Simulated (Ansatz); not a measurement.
A run of Ansatz (development build ahead of 0.2.0) on doublet B at this shape:

A single B atom.

Its results:

| Property | Result |
| --- | --- |
| Converged | yes |
| Reference energy | -24.52659 hartree |
| Correlation energy | -0.03970 hartree |
| Total energy | -24.56629 hartree |
| Spin squared of the determinant | 0.750 |

Q: Which input gives this output? Name the method, the orbitals and the basis set, and write the input.

A: ROHF-MP2 in cc-pVDZ.

```yaml
crystal:
  periodic: [false, false, false]
  atoms:
    - { symbol: B, position_ang: [0.0, 0.0, 0.0] }
basis:
  gaussian: { orbitals: cc-pVDZ }
magnetization:
  initial_magnetization: 1
hamiltonian:
  xc: hf
correlation:
  method: mp2
  frozen_orbitals: { B: 1 }
```
